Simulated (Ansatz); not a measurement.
`[SH][Ga]([Cl])[Cl]` and `C[S][Ga]([Cl])[Cl]` differ in one atom or group.

Ansatz, PBE0-D4/def2-TZVP geometries, multiplicity 1. Each molecule was computed in one conformer, which needn't be the lowest.

Scalar relativity is left out up to krypton.

| property | `[SH][Ga]([Cl])[Cl]` |
| --- | --- |
| LUMO energy (B3LYP/def2-TZVPP) / eV | -1.88 |
| HOMO–LUMO gap (PBE/def2-TZVPP) / eV | 4.61 |
| LUMO energy (ωB97M-V/def2-TZVPP) / eV | 0.37 |
| size of the dipole moment (PBE/def2-TZVPP) / D | 1.40 |
| HOMO energy (ωB97M-V/def2-TZVPP) / eV | -10.53 |
| HOMO energy (PBE0/def2-TZVPP) / eV | -8.36 |

Question: What does the change do to each property? (Best estimate.)

Answer: Ansatz gave: 
```json
{"property": "LUMO energy (B3LYP/def2-TZVPP) / eV", "`C[S][Ga]([Cl])[Cl]`": "-1.68", "shift": "0.20"}
{"property": "HOMO–LUMO gap (PBE/def2-TZVPP) / eV", "`C[S][Ga]([Cl])[Cl]`": "4.20", "shift": "-0.41"}
{"property": "LUMO energy (ωB97M-V/def2-TZVPP) / eV", "`C[S][Ga]([Cl])[Cl]`": "0.53", "shift": "0.16"}
{"property": "size of the dipole moment (PBE/def2-TZVPP) / D", "`C[S][Ga]([Cl])[Cl]`": "2.45", "shift": "1.05"}
{"property": "HOMO energy (ωB97M-V/def2-TZVPP) / eV", "`C[S][Ga]([Cl])[Cl]`": "-9.86", "shift": "0.67"}
{"property": "HOMO energy (PBE0/def2-TZVPP) / eV", "`C[S][Ga]([Cl])[Cl]`": "-7.69", "shift": "0.67"}
```

With PBE0 the HOMO rises by 0.67 eV and the LUMO rises by 0.19 eV, so the gap narrows by about 0.48 eV. PBE moves the HOMO by 0.62 eV and ωB97M-V by 0.67 eV. The zero-point energy changes by 77.8 kJ/mol with +9 modes. Dipoles are sizes alone; their direction can turn.

B3LYP here is the variant with VWN-RPA as its local correlation; programs differ in this.
